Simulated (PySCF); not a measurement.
**Structure elucidation problem**

The spectra below were simulated for a compound C3H11O2PSi3.

$^{1}$H NMR (400 MHz, computed): δ 4.44 (m, 2H), 4.02 (m, 2H), 3.96 (t, 3H), 2.52 (q, 2H), 1.25 (m, 2H).

$^{13}$C{$^{1}$H} NMR (computed): δ 248.9 (C), 206.6 (C), 21.2 (CH2).

Level of theory: geometry: GFN2-xTB, σ from GIAO-PBE0/pcSseg-1, in PySCF (averaged over atoms made equivalent by symmetry, fast rotation or ring inversion, single conformer, no solvent model, relativity neglected).

Chemical shifts δ = σref − σ; $^{1}$H and $^{13}$C against TMS, all at this level.

Task: Propose a structure and justify it.

Result: 
3 carbon signals for 3 carbons: no two carbons are equivalent. Carbon types of the structure: 2 × C, 1 × CH2, leaving 9 H on heteroatoms. δC 248.9: carbonyl carbon. δC 206.6: ketone carbonyl carbon; low-lying n→π* states of the double bond to the heteroatom give a large paramagnetic term (-277 ppm). δC 21.2: sp3 CH2 bonded to Si, α to a carbonyl; the adjacent C=O deshields it moderately. δH 4.02: hydrogen on a silicon bonded to C, Si. δH 3.96: hydrogen on a silicon bonded to C. δH 2.52: hydrogen on an sp3 CH2 bonded to Si, α to a carbonyl; α to C=O. δH 1.25: hydrogen on a phosphorus bonded to Si.

These data were computed for `O=C(C[SiH3])C(=O)[SiH2][SiH2]P`.

This is the structure that produced the data.

Splittings by $^{31}$P in the carbon and heteronuclear signals aren't shown, as no couplings were computed. Shifts are as computed. Against solution values, carbons near 30 ppm lie about +3 ppm off and those near 130 ppm about +5 ppm. Of 1211 compounds with measured shifts, 218 miss one by over three times the rms of a fit or turn the order of signals round; such compounds aren't used in these exercises. No couplings were computed; multiplicities are counted from neighbouring protons, with m where these are inequivalent, close in shift, in a saturated or five-membered ring or joined by F or P, and br s for small geminal =CH2 splittings.
